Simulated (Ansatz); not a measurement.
Two isomers of C4H10Si: A = `C1CC[SiH2]C1`, B = `C=C([SiH3])CC`.

Computed with Ansatz on PBE0-D4/def2-TZVP structures; ΔE is electronic, products minus reactants. CBS: MP2 limit from def2 TZ/QZ plus the TZ coupled-cluster correction, frozen cores. DFT in def2-TZVPP. B3LYP here is the variant with VWN-RPA as its local correlation; programs differ in this. One conformer a species, not always the lowest.

Problem. Which is lower in electronic energy at CCSD(T)/CBS, and by how much? (Estimate.)

Solution. Computed: A, by 91.5 kJ/mol.

Problem. Give E(B) − E(A) in kJ/mol with B3LYP, B2PLYP, HF/def2-TZVPP, r2SCAN-D4, CCSD(T)/def2-TZVPP, PBE-D4, B3LYP-D4. (An estimate is asked.)

Solution. Ansatz gave: B3LYP 76.4, B2PLYP 83.9, HF/def2-TZVPP 70.7, r2SCAN-D4 97.0, CCSD(T)/def2-TZVPP 90.1, PBE-D4 96.1, B3LYP-D4 79.2. None reverses the order clearly.

Largest T1 diagnostic: 0.011.

In def2-TZVPP, CCSD(T) changes the Hartree–Fock value by +19.4 kJ/mol (the triples alone add −1.0 kJ/mol) and MP2 by +29.2 kJ/mol. From PBE to PBE0 (25 % exact exchange), in def2-TZVPP and without D4, E(B) − E(A) moves by +11.2 kJ/mol.
